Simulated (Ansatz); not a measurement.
Geometry optimisation, RKS r2SCAN-D4/def2-SVP (Ansatz 0.2.0).

Input:

```yaml
crystal:
  periodic: [false, false, false]
  atoms:
    - { symbol: Al, position_ang: [0.0, 0.0, 0.0] }
    - { symbol: Cl, position_ang: [0.0, 0.0, 2.58] }
    - { symbol: Cl, position_ang: [1.9312, 0.0, -1.115] }
    - { symbol: Cl, position_ang: [-1.9312, 0.0, -1.115] }
    - { symbol: O, position_ang: [0.0869, -1.972, 0.6559] }
    - { symbol: H, position_ang: [-0.4595, -2.5566, 0.0397] }
    - { symbol: H, position_ang: [0.0622, -1.4098, 1.8287] }
basis:
  gaussian: { orbitals: def2-SVP }
hamiltonian:
  xc: r2scan
  dispersion: d4
relax:
  f_tol: 0.15
  max_steps: 25
  restrain:
    - { distance: [0, 4], at: 1.78, k: 30.0 }
    - { distance: [6, 1], at: 1.37, k: 30.0 }
    - { distance: [0, 1], at: 3.43, k: 30.0 }
    - { distance: [6, 4], at: 2.21, k: 30.0 }
```

Command:

```bash
$ ansatz run input.yaml --threads 2 --pin off --max-ram 3072MiB --backend cpu --events-out ev --progress --plain --runs-dir out
```

**Question.** Where does it end, and by what steps?

**Answer.** The forces met the threshold. The restraints hold the end off the free minimum; the threshold counts their pulls, which the force column leaves out. Restrained pairs: Al1–O5 (2.08 → 1.75 Å), Cl2–H7 (1.60 → 1.34 Å), Al1–Cl2 (2.58 → 3.42 Å), O5–H7 (1.30 → 2.20 Å). After 7 steps the energy has fallen by 0.929 eV (the restraints' own energy left out); Al1 moved furthest, 0.78 Å.

```csv
step,energy less start (eV),largest force component (eV/Å),accepted
0,0.0000,3.280,yes
1,-0.0103,3.618,yes
2,-0.2790,3.325,yes
3,-0.6219,1.594,yes
4,-0.8238,1.168,yes
5,-0.7932,1.629,yes
6,-0.9181,1.103,yes
7,-0.9288,0.922,yes
```

```xyz
7
Properties=species:S:1:pos:R:3
Al 0.030 -0.538 -0.561
Cl -0.057 -0.047 2.826
Cl 1.839 0.375 -1.030
Cl -1.798 0.252 -1.185
O 0.113 -2.083 0.253
H -0.658 -2.661 0.288
H 0.220 -1.236 2.284
```

Time of the run: 42 s on 2 threads of Arm Neoverse V1 (shared host), peak memory 0.16 GiB.
